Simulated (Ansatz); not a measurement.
Basis-set extrapolation for C6H9Al (`C=[CH][Al]([CH]=C)[CH]=C`) (PBE0-D4/def2-TZVP geometry, frozen core, Ansatz). Multiplicity 1, RHF reference.

|  | def2-TZVPP | def2-QZVPP |
| --- | --- | --- |
| HF | -474.403552 | -474.420833 |
| MP2 correlation | -1.035148 | -1.101762 |
| CCSD(T) correlation | -1.148064 | not run |

Energies in hartree. Use E(X) = E(∞) + A·exp(−7.88·√X) for Hartree–Fock and E(X) = E(∞) + B·X^(−2.97) for correlation, with X = 3 and 4, and add CCSD(T) minus MP2 of the smaller set to the MP2 limit.

Q: What is the CCSD(T) energy at the basis-set limit?

A: HF limit: -474.420833 + (-0.017281) × 0.13774 = -474.42321. MP2 limit: -1.101762 + (-0.066614) × 0.74074 = -1.15111. Higher-order term: -1.148064 − (-1.035148) = -0.11292. Total: -475.68724 hartree, 85.1 kcal/mol below CCSD(T)/def2-TZVPP.
